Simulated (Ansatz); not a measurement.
Steps of a relaxation of C5H13In, SMILES `CC(C)(C)[CH2][InH2]` with RKS PBE0-D4/def2-TZVP.

```sh
$ ansatz run in.yaml --threads 4 --pin off --events-out ev --progress --plain --max-ram 11315MiB
```

```yaml
crystal:
  periodic: [false, false, false]
  atoms:
    - {symbol: C, position_ang: [-0.502640, -1.466710, -0.105780]}
    - {symbol: C, position_ang: [0.411540, -0.241490, -0.084130]}
    - {symbol: C, position_ang: [1.865560, -0.693430, 0.109530]}
    - {symbol: C, position_ang: [0.289540, 0.503520, -1.413650]}
    - {symbol: C, position_ang: [0.006720, 0.676970, 1.061900]}
    - {symbol: In, position_ang: [-2.071520, 1.459410, 0.828110]}
    - {symbol: H, position_ang: [-0.435220, -2.007740, 0.837300]}
    - {symbol: H, position_ang: [-0.223860, -2.142960, -0.911080]}
    - {symbol: H, position_ang: [-1.538660, -1.151170, -0.256050]}
    - {symbol: H, position_ang: [2.536110, 0.163880, 0.111080]}
    - {symbol: H, position_ang: [2.166400, -1.363440, -0.693770]}
    - {symbol: H, position_ang: [1.979180, -1.219820, 1.055300]}
    - {symbol: H, position_ang: [0.886530, 1.416570, -1.396740]}
    - {symbol: H, position_ang: [-0.757590, 0.774550, -1.591230]}
    - {symbol: H, position_ang: [0.630310, -0.117490, -2.240130]}
    - {symbol: H, position_ang: [0.083180, 0.154210, 2.019350]}
    - {symbol: H, position_ang: [0.663450, 1.551060, 1.114430]}
    - {symbol: H, position_ang: [-3.382910, 0.804850, -0.119260]}
    - {symbol: H, position_ang: [-2.606130, 2.899230, 1.674830]}
basis:
  gaussian: {orbitals: def2-TZVP}
hamiltonian: {xc: pbe0, dispersion: d4}
relax: {f_tol: 0.005, max_steps: 150}
```

Positions (Å) and forces (eV/Å) along the path, 8 of 20 steps:

```xyz
19
step=1 energy=-10566.0046 eV
C    -0.503   -1.467   -0.106    0.160    0.328   -0.012
C     0.412   -0.241   -0.084    0.106   -0.120   -0.027
C     1.866   -0.693    0.110   -0.375    0.107   -0.068
C     0.290    0.504   -1.414   -0.032   -0.084    0.360
C     0.007    0.677    1.062   -0.672    0.264   -0.248
In   -2.072    1.459    0.828    0.245    0.089    0.320
H    -0.435   -2.008    0.837   -0.035   -0.104    0.103
H    -0.224   -2.143   -0.911   -0.011   -0.142   -0.124
H    -1.539   -1.151   -0.256   -0.037   -0.159   -0.031
H     2.536    0.164    0.111    0.127    0.104    0.013
H     2.166   -1.363   -0.694    0.111   -0.119   -0.115
H     1.979   -1.220    1.055    0.050   -0.076    0.131
H     0.887    1.417   -1.397    0.041    0.078   -0.057
H    -0.758    0.775   -1.591    0.021    0.009   -0.156
H     0.630   -0.117   -2.240   -0.013   -0.036   -0.167
H     0.083    0.154    2.019   -0.072    0.040    0.076
H     0.663    1.551    1.114   -0.015    0.009    0.041
H    -3.383    0.805   -0.119    0.223   -0.105   -0.025
H    -2.606    2.899    1.675    0.180   -0.083   -0.014
19
step=3 energy=-10566.0843 eV
C    -0.498   -1.489   -0.127    0.003    0.119    0.011
C     0.381   -0.239   -0.095    0.089   -0.079   -0.050
C     1.836   -0.666    0.128   -0.096    0.024   -0.030
C     0.282    0.489   -1.435   -0.049   -0.017    0.089
C    -0.052    0.693    1.037   -0.111    0.059    0.004
In   -2.058    1.513    0.897    0.058   -0.049   -0.051
H    -0.440   -2.027    0.823   -0.004   -0.023    0.015
H    -0.179   -2.171   -0.919    0.011   -0.017   -0.014
H    -1.544   -1.230   -0.310    0.005   -0.029   -0.001
H     2.500    0.202    0.141    0.017    0.017    0.006
H     2.171   -1.338   -0.666    0.029   -0.014   -0.008
H     1.945   -1.189    1.081    0.008   -0.008    0.022
H     0.874    1.408   -1.423    0.012    0.009   -0.015
H    -0.758    0.754   -1.661    0.015   -0.002   -0.020
H     0.644   -0.137   -2.254    0.007   -0.012   -0.027
H     0.009    0.176    2.002    0.025   -0.008    0.015
H     0.628    1.549    1.109    0.019   -0.018    0.008
H    -3.260    0.764   -0.102   -0.029    0.016    0.004
H    -2.481    2.940    1.774   -0.010    0.031    0.043
19
step=5 energy=-10566.0875 eV
C    -0.492   -1.492   -0.124   -0.007   -0.054   -0.019
C     0.384   -0.245   -0.101   -0.075    0.077    0.063
C     1.837   -0.658    0.131    0.030   -0.009    0.015
C     0.279    0.475   -1.441    0.009    0.003   -0.051
C    -0.061    0.692    1.026    0.026    0.001    0.007
In   -2.059    1.521    0.893   -0.001   -0.002   -0.007
H    -0.437   -2.027    0.829   -0.001    0.005    0.004
H    -0.169   -2.180   -0.911   -0.010   -0.012   -0.007
H    -1.540   -1.240   -0.312    0.016   -0.009   -0.002
H     2.494    0.216    0.147   -0.001   -0.002    0.000
H     2.190   -1.330   -0.658   -0.001   -0.003   -0.003
H     1.946   -1.176    1.088    0.004    0.000   -0.001
H     0.874    1.393   -1.441   -0.001   -0.001    0.001
H    -0.760    0.740   -1.668    0.007   -0.004   -0.003
H     0.638   -0.156   -2.259    0.000   -0.001   -0.006
H     0.003    0.177    1.993   -0.001    0.003   -0.001
H     0.625    1.543    1.101   -0.002    0.009    0.004
H    -3.274    0.836   -0.137   -0.001    0.011    0.003
H    -2.478    2.909    1.844    0.009   -0.014    0.005
19
step=10 energy=-10566.0906 eV
C    -0.489   -1.497   -0.113    0.000    0.003    0.004
C     0.381   -0.243   -0.106    0.010   -0.004   -0.008
C     1.836   -0.650    0.136   -0.002   -0.003   -0.002
C     0.282    0.451   -1.462   -0.004   -0.001    0.001
C    -0.063    0.707    1.007   -0.006    0.007   -0.003
In   -2.065    1.528    0.899   -0.025    0.003    0.021
H    -0.439   -2.012    0.851   -0.001    0.001   -0.001
H    -0.161   -2.198   -0.885   -0.001    0.001    0.001
H    -1.537   -1.252   -0.314   -0.002    0.001   -0.001
H     2.491    0.225    0.139    0.000   -0.001   -0.001
H     2.192   -1.335   -0.640   -0.001    0.000    0.001
H     1.945   -1.152    1.102   -0.001    0.000    0.000
H     0.875    1.370   -1.477    0.001   -0.001    0.000
H    -0.756    0.709   -1.699    0.003    0.001    0.001
H     0.648   -0.196   -2.265    0.000    0.000    0.001
H     0.013    0.210    1.982    0.001    0.005   -0.001
H     0.615    1.567    1.064    0.001    0.000   -0.001
H    -3.256    0.991   -0.240    0.017    0.003    0.000
H    -2.512    2.777    2.019    0.009   -0.015   -0.014
19
step=11 energy=-10566.0910 eV
C    -0.495   -1.490   -0.104    0.010    0.023    0.006
C     0.381   -0.240   -0.106    0.025   -0.032   -0.025
C     1.835   -0.653    0.135   -0.030    0.007   -0.005
C     0.282    0.446   -1.467   -0.008   -0.003    0.022
C    -0.058    0.718    1.001   -0.026    0.013    0.035
In   -2.071    1.515    0.909    0.022    0.028   -0.027
H    -0.447   -1.997    0.864   -0.001   -0.005   -0.003
H    -0.169   -2.198   -0.870   -0.003   -0.009    0.000
H    -1.541   -1.241   -0.307   -0.001   -0.002   -0.003
H     2.494    0.220    0.128    0.002   -0.005    0.001
H     2.183   -1.345   -0.637    0.007    0.001    0.003
H     1.943   -1.147    1.105    0.005   -0.001   -0.001
H     0.879    1.362   -1.487    0.003   -0.001   -0.006
H    -0.754    0.707   -1.704    0.005    0.002   -0.003
H     0.647   -0.208   -2.264    0.000    0.001   -0.007
H     0.033    0.232    1.981    0.010    0.002   -0.005
H     0.614    1.584    1.043   -0.009    0.001    0.000
H    -3.214    1.029   -0.300    0.000    0.005    0.028
H    -2.543    2.706    2.079   -0.009   -0.026   -0.010
19
step=14 energy=-10566.0917 eV
C    -0.498   -1.484   -0.099    0.007    0.013    0.003
C     0.383   -0.238   -0.108    0.008   -0.013   -0.012
C     1.835   -0.656    0.136   -0.017    0.008   -0.001
C     0.287    0.442   -1.472    0.000   -0.003    0.013
C    -0.052    0.728    0.995   -0.007    0.011    0.013
In   -2.070    1.513    0.909   -0.002   -0.001    0.003
H    -0.456   -1.985    0.872   -0.001   -0.003   -0.002
H    -0.174   -2.199   -0.859   -0.002   -0.006    0.000
H    -1.543   -1.232   -0.307   -0.001   -0.002   -0.002
H     2.499    0.213    0.125    0.002   -0.003    0.002
H     2.180   -1.354   -0.633    0.004    0.001    0.002
H     1.941   -1.147    1.108    0.004   -0.001   -0.001
H     0.892    1.353   -1.497    0.001   -0.002   -0.004
H    -0.747    0.711   -1.708    0.001    0.001   -0.003
H     0.645   -0.219   -2.266   -0.001    0.001   -0.004
H     0.049    0.251    1.979   -0.001    0.003   -0.007
H     0.615    1.598    1.024   -0.004   -0.004   -0.002
H    -3.209    1.058   -0.316    0.005    0.000    0.001
H    -2.578    2.647    2.118    0.004   -0.001    0.001
19
step=15 energy=-10566.0918 eV
C    -0.500   -1.481   -0.097    0.003    0.002    0.000
C     0.384   -0.237   -0.109   -0.005    0.003    0.001
C     1.834   -0.657    0.137   -0.003    0.004    0.001
C     0.290    0.439   -1.475    0.003    0.000    0.002
C    -0.051    0.733    0.992    0.006   -0.001    0.006
In   -2.072    1.509    0.912   -0.005    0.003    0.001
H    -0.461   -1.979    0.877   -0.001    0.001   -0.001
H    -0.176   -2.201   -0.853   -0.001   -0.001    0.001
H    -1.544   -1.228   -0.309    0.000   -0.001   -0.001
H     2.499    0.211    0.126    0.000   -0.001    0.002
H     2.180   -1.356   -0.630    0.002    0.001    0.001
H     1.938   -1.146    1.110    0.002   -0.001    0.000
H     0.899    1.347   -1.504   -0.001   -0.003   -0.001
H    -0.743    0.713   -1.711    0.000    0.001    0.000
H     0.643   -0.226   -2.268   -0.002    0.000    0.000
H     0.058    0.262    1.977   -0.001    0.002   -0.008
H     0.612    1.606    1.012   -0.003   -0.005   -0.002
H    -3.202    1.075   -0.328    0.002    0.000    0.001
H    -2.589    2.615    2.143    0.003   -0.002   -0.001
19
step=20 energy=-10566.0918 eV
C    -0.500   -1.481   -0.097    0.000   -0.001    0.000
C     0.384   -0.237   -0.110    0.000    0.001    0.001
C     1.834   -0.656    0.138    0.001    0.000    0.000
C     0.290    0.437   -1.476    0.000    0.000   -0.001
C    -0.052    0.734    0.990    0.001    0.000    0.000
In   -2.073    1.509    0.914    0.000    0.000    0.000
H    -0.465   -1.976    0.878    0.000    0.000    0.000
H    -0.173   -2.204   -0.850    0.000    0.000    0.000
H    -1.543   -1.229   -0.314    0.000    0.000    0.000
H     2.498    0.213    0.131    0.000    0.000    0.000
H     2.183   -1.353   -0.630    0.000    0.000    0.000
H     1.937   -1.147    1.110    0.000    0.000    0.000
H     0.903    1.343   -1.508    0.000    0.000    0.000
H    -0.742    0.715   -1.712    0.000    0.000    0.000
H     0.640   -0.230   -2.269    0.000    0.000    0.000
H     0.059    0.264    1.975    0.000    0.000    0.000
H     0.611    1.608    1.008    0.000    0.000    0.000
H    -3.202    1.082   -0.329    0.000    0.000    0.000
H    -2.588    2.607    2.152    0.000    0.000    0.000
```

Run time 61 s (4 threads of an AMD EPYC 9R45 on a shared host); peak host memory 1.2 GiB.
